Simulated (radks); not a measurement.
Results of a calculation; reference values are marked as such.
Question: Ionisation of the iodine ion I3+, [Kr] 4d10 5s2 5p2, to I4+, [Kr] 4d10 5s2 5p1, under several functionals. Scalar-relativistic Kohn-Sham, spin-unpolarised, spherical densities, finite nucleus; a radial shooting solver on a logarithmic mesh with Libxc functionals. The NIST Atomic Spectra Database gives 40.36 eV (measured). Rank these functionals by the error of their Delta-SCF ionisation energy: PBE; exchange-only B88; LDA (Slater exchange, Perdew-Wang correlation); exchange-only r2SCAN; OLYP; BLYP; TASK exchange with Perdew-Wang LDA correlation; XLYP; LDA (Slater exchange, Perdew-Zunger correlation); SCAN.

Answer: From best to worst: LDA (Slater exchange, Perdew-Zunger correlation) 39.802 eV (-0.555); LDA (Slater exchange, Perdew-Wang correlation) 39.799 eV (-0.558); SCAN 39.512 eV (-0.845); PBE 39.426 eV (-0.931); XLYP 39.421 eV (-0.936); BLYP 39.403 eV (-0.954); TASK exchange with Perdew-Wang LDA correlation 39.379 eV (-0.978); OLYP 39.208 eV (-1.149); exchange-only B88 38.479 eV (-1.878); exchange-only r2SCAN 38.321 eV (-2.036). Spin polarisation and multiplet splitting are left out, so open shells lie too high by an amount that depends on their filling. Spin-orbit splitting is averaged out at the scalar-relativistic level.

Beside tabulated values, note that spin-unpolarised runs miss the spin-polarisation part of the exchange energy of open shells.
